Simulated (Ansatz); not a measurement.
Cost and result for the atomization energy of CH8GeO3Si, SMILES `C[SiH](O)[O][GeH2][OH]` (14 atoms, 13 bonds).

| atom | x (Å) | y (Å) | z (Å) |
| --- | --- | --- | --- |
| C1 | 0.4695 | 0.5636 | 1.8988 |
| Si2 | -0.0707 | 1.1072 | 0.2170 |
| O3 | 1.2585 | 0.9657 | -0.7729 |
| O4 | -1.2824 | 0.1748 | -0.3604 |
| Ge5 | -1.1190 | -1.3921 | -1.1846 |
| O6 | 0.5213 | -1.9903 | -0.8925 |
| H7 | 1.2496 | 1.2194 | 2.2922 |
| H8 | 0.8664 | -0.4541 | 1.8525 |
| H9 | -0.3714 | 0.5698 | 2.5962 |
| H10 | -0.5486 | 2.5141 | 0.1859 |
| H11 | 1.3016 | 1.5587 | -1.5242 |
| H12 | -1.3720 | -1.1348 | -2.6798 |
| H13 | -2.0747 | -2.3957 | -0.5378 |
| H14 | 1.1720 | -1.3064 | -1.0905 |

The species carries charge 0 and has multiplicity 1. Correlated methods include outer-core shells of Ge, which these sets cover unevenly. Scalar relativity is left out up to krypton. All single points use the PBE0-D4/def2-TZVP geometry. It is one conformer, not always the lowest. Program: Ansatz. All runs use 2 threads of an AMD EPYC 7R13 on a shared host and a share of an NVIDIA H100 80 GB. Times are those of one run each, without the atoms' runs, and a repeat can differ threefold. Electronic energies, without spin–orbit coupling; frozen cores. CCSD(T)/CBS adds CCSD(T) − MP2 in def2-TZVPP to the MP2 limit, and its time is that of the two runs behind it. T1 = 0.012. With those shells the extrapolation isn't a true limit. B3LYP takes the VWN-RPA correlation (the form of Gaussian; ORCA's B3LYP/G).

CCSD(T)/CBS is a level of theory with its own doubt, some kJ/mol a heavy atom from the limit and from the frozen cores, so smaller differences don't rank the functionals.

```
                             level  functions  wall time  atomization (kJ/mol)  difference from CCSD(T)/CBS  per bond
   PBE-D4/def2-TZVPP (with forces)        326      2.7 s                5187.4                         -2.8      -0.2
r2SCAN-D4/def2-TZVPP (with forces)        326      3.3 s                5165.6                        -24.6      -1.9
                PBE0-D4/def2-TZVPP        326      3.3 s                5097.1                        -93.1      -7.2
  ωB97M-V/def2-TZVPP (with forces)        326      4.5 s                5162.4                        -27.8      -2.1
                 B2PLYP/def2-TZVPP        326      4.6 s                5095.6                        -94.6      -7.3
 B3LYP-D4/def2-TZVPP (with forces)        326      4.7 s                5128.2                        -62.0      -4.8
                ωB97X-V/def2-TZVPP        326      5.5 s                5177.5                        -12.7      -1.0
                    MP2/def2-QZVPP        627        6 s                5227.6                         37.4       2.9
                CCSD(T)/def2-TZVPP        326       11 s                5055.4                       -134.8     -10.4
                 CCSD(T)/CBS(def2)          –       17 s                5190.2                          0.0       0.0
```

The D4 term adds +53.6 kJ/mol with B3LYP and +28.5 kJ/mol with PBE0; it sums over pairs of atoms, weighted by their polarisabilities, and B3LYP, whose exchange is more repulsive, gets the larger term. In def2-TZVPP, CCSD(T) changes the Hartree–Fock value by +1341.2 kJ/mol (the triples alone add +73.6 kJ/mol) and MP2 by +1432.9 kJ/mol; breaking electron pairs costs correlation energy, which Hartree–Fock lacks. From PBE to PBE0 (25 % exact exchange), in def2-TZVPP and without D4, the atomization energy moves by −85.5 kJ/mol: exact exchange takes away binding that semilocal exchange gives to molecules.
